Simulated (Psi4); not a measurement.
CH₇OPSi (SMILES CO[SiH2]P), singlet, at a GFN2-xTB geometry, atoms displaced at random by about 0.03 Å a coordinate; TPSS/STO-3G, gradient run with Psi4 1.11.

Psi4 was given this input:
```
memory 2 GB

molecule mol {
0 1
  Si    0.209073    0.943492   -0.292162
  P     1.472222   -0.816140    0.453145
  O    -1.299959    0.392876   -0.668191
  C    -2.043694   -0.546048    0.025543
  H     0.566912    1.613135   -1.476189
  H     0.126836    1.823993    0.908269
  H     2.638885   -0.128365    0.614421
  H     1.786553   -1.254581   -0.776450
  H    -2.644520   -0.055453    0.793923
  H    -2.729963   -0.919726   -0.754207
  H    -1.498034   -1.334489    0.415180
symmetry c1
no_reorient
no_com
}

set basis sto-3g
set reference rks

gradient('tpss')
print_variables()
```

Output, abridged:

```
gradient() will perform analytic gradient computation.

   => Loading Basis Set <=

    Name: STO-3G
    Role: ORBITAL
    Keyword: BASIS

         ---------------------------------------------------------
                                   SCF
               by Justin Turney, Rob Parrish, Andy Simmonett
                          and Daniel G. A. Smith
                              RKS Reference
         ---------------------------------------------------------

  ==> Geometry <==

    Molecular point group: c1
    Full point group: C1

    Geometry (in Angstrom), charge = 0, multiplicity = 1:

       Center              X                  Y                   Z               Mass
    ------------   -----------------  -----------------  -----------------  -----------------
         SI           0.209073000000     0.943492000000    -0.292162000000    27.976926534650
         P            1.472222000000    -0.816140000000     0.453145000000    30.973761998420
         O           -1.299959000000     0.392876000000    -0.668191000000    15.994914619570
         C           -2.043694000000    -0.546048000000     0.025543000000    12.000000000000
         H            0.566912000000     1.613135000000    -1.476189000000     1.007825032230
         H            0.126836000000     1.823993000000     0.908269000000     1.007825032230
         H            2.638885000000    -0.128365000000     0.614421000000     1.007825032230
         H            1.786553000000    -1.254581000000    -0.776450000000     1.007825032230
         H           -2.644520000000    -0.055453000000     0.793923000000     1.007825032230
         H           -2.729963000000    -0.919726000000    -0.754207000000     1.007825032230
         H           -1.498034000000    -1.334489000000     0.415180000000     1.007825032230

  Running in c1 symmetry.

  Rotational constants: A =      0.23792  B =      0.08713  C =      0.06806 [cm^-1]
  Rotational constants: A =   7132.60008  B =   2611.97194  C =   2040.46908 [MHz]
  Nuclear repulsion =  225.540075277101010

  Charge       = 0
  Multiplicity = 1
  Electrons    = 50
  Nalpha       = 25
  Nbeta        = 25

  ==> Algorithm <==

  SCF Algorithm Type is DF.
  DIIS enabled.
  MOM disabled.
  Fractional occupation disabled.
  Guess Type is SAD.
  Energy threshold   = 1.00e-08
  Density threshold  = 1.00e-08
  Integral threshold = 1.00e-12

  ==> Primary Basis <==

  Basis Set: STO-3G
    Blend: STO-3G
    Number of shells: 23
[...]
  @DF-RKS Final Energy:  -739.70099455035688
    Total Energy =                       -739.7009945503568815
[...]
    Max angular momentum: 4

  ==> DFT Potential <==

   => LibXC <=

    Version 7.1.2
    S. Lehtola, C. Steigemann, M. J. T. Oliveira, and M. A. L. Marques,  SoftwareX 7, 1–5 (2018) (10.1016/j.softx.2017.11.002)

   => Composite Functional: TPSS <=

    TPSS Meta-GGA XC Functional

    J. Tao, et al., Phys. Rev. Lett., 91, 146401, 2003

    Deriv               =              1
    GGA                 =           TRUE
    Meta                =           TRUE

    Exchange Hybrid     =          FALSE
    MP2 Hybrid          =          FALSE

   => Exchange Functionals <=

    1.0000   XC_MGGA_X_TPSS

   => Correlation Functionals <=

    1.0000   XC_MGGA_C_TPSS

   => LibXC Density Thresholds  <==

    XC_MGGA_C_TPSS:  1.00E-15
    XC_MGGA_X_TPSS:  1.00E-15

   => Molecular Quadrature <=

    Radial Scheme          =       TREUTLER
    Pruning Scheme         =           NONE
    Nuclear Scheme         =       TREUTLER

    Blocking Scheme        =         OCTREE
    BS radius alpha        =              1
    Pruning alpha          =              1
    Radial Points          =             75
    Spherical Points       =            302
    Total Points           =         234006
    Total Blocks           =           1783
    Max Points             =            256
    Max Functions          =             33
    Weights Tolerance      =       1.00E-15

  -Total Gradient:
     Atom            X                  Y                   Z
    ------   -----------------  -----------------  -----------------
       1       -0.023136825950     0.018107421556    -0.059996445665
       2        0.042127859252    -0.003051086321    -0.033150427558
       3       -0.004966288341    -0.038721316679     0.055768291656
       4        0.044190449430    -0.029307473791     0.022775340163
       5       -0.009429295479    -0.014973238076     0.016810196157
       6       -0.003852076954     0.000809926897     0.015672940484
       7       -0.022869243182    -0.017228125922     0.001981322972
       8       -0.013782574048     0.011588157737     0.038995003862
       9        0.013746284052    -0.000193525494    -0.022498941163
      10        0.013655004599     0.014536381841    -0.003042732435
      11       -0.035664656611     0.058376887133    -0.033136351266

  Variable Map:
  ----------------------------------------------------------------------------
[...]
  Array Variable Map:
  ----------------------------------------------------------------------------
[...]
[...]
```
